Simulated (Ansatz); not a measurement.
BClFH$_{3}$OSi (`B[Si](O)(F)Cl`) from Hartree–Fock to CCSD(T)

```xyz
8

B     0.786    0.293   -1.273
Si   -0.060   -0.022    0.505
O    -1.231   -1.144    0.440
F     0.959   -0.414    1.667
Cl   -0.815    1.817    1.039
H     1.924    0.644   -1.352
H     0.135    0.212   -2.268
H    -1.698   -1.387    1.242
```

Charge 0, multiplicity 1. All single points use the PBE0-D4/def2-TZVP geometry. It is one conformer, not always the lowest. Frozen core, restricted reference, Ansatz. CBS rows extrapolate triple and quadruple zeta; past MP2 they add the triple-zeta difference.

```json
{"basis": "def2-SVP", "HF (Eh)": "-948.90440", "MP2 corr.": "-0.66915"}
{"basis": "def2-TZVPP", "HF (Eh)": "-949.43355", "MP2 corr.": "-0.88494"}
{"basis": "def2-QZVPP", "HF (Eh)": "-949.46534", "MP2 corr.": "-0.96528"}
```

(1) Estimate the CCSD correlation energy and the (T) correction in each basis where they were run (hartree).

Answers

(1) 
```
     basis  CCSD corr.       (T)
  def2-SVP    -0.70970  -0.01401
def2-TZVPP    -0.92347  -0.03221
 CBS(def2)    -1.06333     as TZ
```
